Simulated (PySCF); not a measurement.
FH₇Si₃.
Geometry (PBE0-D3(BJ)/def2-SVP, Å), atoms numbered from 1 in this order:
```
atom  x, y, z in Å
F1    -0.1666   -2.1927   -0.7659
Si2    0.1244   -0.5799   -0.7593
Si3   -1.8701    0.5529   -0.2674
Si4    1.7833   -0.0978    0.8293
H5     0.6033   -0.1969   -2.1243
H6    -2.9261    0.2682   -1.2855
H7    -1.5781    2.0208   -0.2576
H8    -2.3652    0.1487    1.0837
H9     3.0678   -0.7913    0.5097
H10    2.0081    1.3819    0.8217
H11    1.3245   -0.5110    2.1904
```

Method used: PySCF 2.14.0, density-fitted response routines, TDDFT B3LYP/def2-SVPD, vertical, gas phase, core orbitals frozen in the response.

Kohn–Sham orbitals with the atoms that hold most of them (Löwdin shares over 4%, at most four atoms; ? is withheld):

```
orbital  ε (eV)                              atoms
 HOMO-3   -9.79  Si3 22%, Si4 22%, H8 17%, H11 17%
 HOMO-2   -9.76  Si3 22%, Si4 22%, H7 14%, H10 14%
 HOMO-1   -8.69  Si2 30%, H5 21%, Si4 13%, Si3 13%
   HOMO       ?                                  ?
   LUMO   -1.13                                  ?
 LUMO+1   -0.47   Si4 22%, Si3 22%, Si2 22%, H9 8%
 LUMO+2    0.00   Si3 22%, Si4 20%, Si2 16%, H5 7%
```

(1) Give the leading atoms of the HOMO.

(2) Give the leading atoms of the LUMO.

(3) What is the HOMO energy, and the HOMO–LUMO gap?

Results:

(1) Si2 (bonded to F, 2 Si and H) 29%; Si3 (bonded to Si and 3 H) 21%; Si4 (bonded to Si and 3 H) 21%; F1 (bonded to Si) 8%. By element: silicon 72%, fluorine 8%.

(2) Si2 (bonded to F, 2 Si and H) 34%; Si4 (bonded to Si and 3 H) 17%; Si3 (bonded to Si and 3 H) 17%; F1 (bonded to Si) 9%. By element: silicon 68%, fluorine 9%.

(3) ε(HOMO) = -7.79 eV; the gap is 6.66 eV (0.2448 hartree).

**Question.** The HOMO–LUMO gap is 6.66 eV. Where does the response calculation put the lowest singlet, and from which orbitals?

**Answer.** S1 is at 5.66 eV (f = 0.017), 1.00 eV below the gap, made of HOMO→LUMO (97%). 

**Question.** One configuration dominates each of S1, S2, S3 and S7. Which, and how do the shares of the two leading atoms of either orbital change from the occupied to the empty one?

**Answer.** 
- S1 (5.66 eV, f 0.017), HOMO→LUMO (97%): Si2 29% → 34%, Si3 21% → 17%, Si4 21% → 17%
- S2 (6.51 eV, f 0.0072), HOMO-1→LUMO (98%): Si2 30% → 34%, H5 21% → at most 9%, Si4 13% → 17%
- S3 (6.52 eV, f 0.156), HOMO→LUMO+1 (90%): Si2 29% → 22%, Si3 21% → 22%, Si4 21% → 22%
- S7 (7.47 eV, f 0.017), HOMO-1→LUMO+1 (88%): Si2 30% → 22%, H5 21% → at most 9%, Si4 13% → 22%, Si3 13% → 22%

On Arm Neoverse N1, one thread, on a shared host, this took 58 s.
